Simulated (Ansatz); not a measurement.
Hg2S2. Total charge 0; singlet. Geometry relaxed at r2SCAN-D4/def2-SVP.

```xyz
4

Hg   -0.495    1.224   -0.582
Hg    0.495   -1.224    0.582
S    -0.795    0.550    1.832
S     0.795   -0.550   -1.832
```

In the def2 sets Hg takes a core potential; there is no spin–orbit coupling. The structure comes from a short search, and lower isomers may exist.

Problem. Estimate the harmonic wavenumbers at RKS r2SCAN-D4/def2-SVP (Ansatz, unscaled). Is this a minimum?

Solution. 97, 108, 146, 166, 293, 314 cm⁻¹. Yes, no mode is imaginary beyond noise. Zero-point energy 6.7 kJ/mol. It took 38 s on 4 threads of Arm Neoverse V2 on a shared host.
